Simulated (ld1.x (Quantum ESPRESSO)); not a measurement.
## Logarithmic derivatives: Pb (Z = 82), PAW

lead, PAW, made with ld1.x (Quantum ESPRESSO) 7.5 (PBE, scalar-relativistic). Core [Xe] 4f14, reference 5d10 6s2 6p2. Waves: 6s (bound): rcut 1.45, rcutus 1.90 bohr; 6s channel at 0.85 Ry: rcut 1.45, rcutus 1.90 bohr; 6p (bound): rcut 2.40, rcutus 3.00 bohr; 6p channel at 2.45 Ry: rcut 2.40, rcutus 3.00 bohr; 5d (bound): rcut 1.90, rcutus 2.30 bohr; 5d channel at -1.2 Ry: rcut 1.90, rcutus 2.30 bohr. Local part: all-electron potential smoothed inside 2.30 bohr (lloc = -1). Core correction: Bessel-smoothed model core inside 1.60 bohr. Augmentation charge: BESSEL, radius 1.50 bohr.

The phase is arctan(r·u′/u) with u = r·R(r), unwrapped; energies in Ry, scanned from -4 to 5 Ry. A pole is an energy at which the radial function vanishes at the test radius. The pseudo phase is shifted by a multiple of π to meet the all-electron one at the reference energy, and phase errors are pseudo minus all-electron; the curves can meet again beyond the range given. Levels narrower than the energy grid can be missing from the lists of poles.

```csv
channel,radius (bohr),reference energy (Ry),"poles, all-electron","poles, pseudo",unbroken range about the reference energy with phases within 0.05 rad,phase error 1 Ry above the reference energy (rad)
s,3.24,-0.88,"-0.45, 4.64","-0.45, 1.94, 4.68",below 1.8,+0.000
p,3.24,-0.26,0.75,0.74,below 4.8,-0.001
d,3.24,-1.56,"-1.52, 2.67","-1.52, 2.65",below 4.8,-0.000
```

Phases in the p channel:

| E (Ry) | all-electron | pseudo |
| --- | --- | --- |
| -4.00 | 1.405 | 1.405 |
| -3.76 | 1.399 | 1.399 |
| -3.52 | 1.392 | 1.392 |
| -3.28 | 1.384 | 1.384 |
| -3.04 | 1.375 | 1.375 |
| -2.80 | 1.365 | 1.365 |
| -2.56 | 1.353 | 1.352 |
| -2.32 | 1.338 | 1.337 |
| -2.08 | 1.319 | 1.319 |
| -1.84 | 1.296 | 1.296 |
| -1.60 | 1.265 | 1.264 |
| -1.36 | 1.221 | 1.220 |
| -1.12 | 1.152 | 1.152 |
| -0.88 | 1.032 | 1.032 |
| -0.64 | 0.772 | 0.771 |
| -0.40 | 0.070 | 0.070 |
| -0.16 | -0.872 | -0.872 |
| 0.08 | -1.266 | -1.267 |
| 0.32 | -1.431 | -1.432 |
| 0.56 | -1.522 | -1.523 |
| 0.80 | -1.583 | -1.583 |
| 1.04 | -1.630 | -1.631 |
| 1.28 | -1.671 | -1.672 |
| 1.52 | -1.712 | -1.712 |
| 1.76 | -1.756 | -1.757 |
| 2.00 | -1.810 | -1.811 |
| 2.24 | -1.883 | -1.883 |
| 2.48 | -1.996 | -1.996 |
| 2.72 | -2.198 | -2.199 |
| 2.96 | -2.631 | -2.643 |
| 3.20 | -3.413 | -3.452 |
| 3.44 | -4.003 | -4.042 |
| 3.68 | -4.274 | -4.306 |
| 3.92 | -4.411 | -4.441 |
| 4.16 | -4.492 | -4.524 |
| 4.40 | -4.546 | -4.581 |
| 4.64 | -4.585 | -4.627 |
| 4.88 | -4.615 | -4.667 |
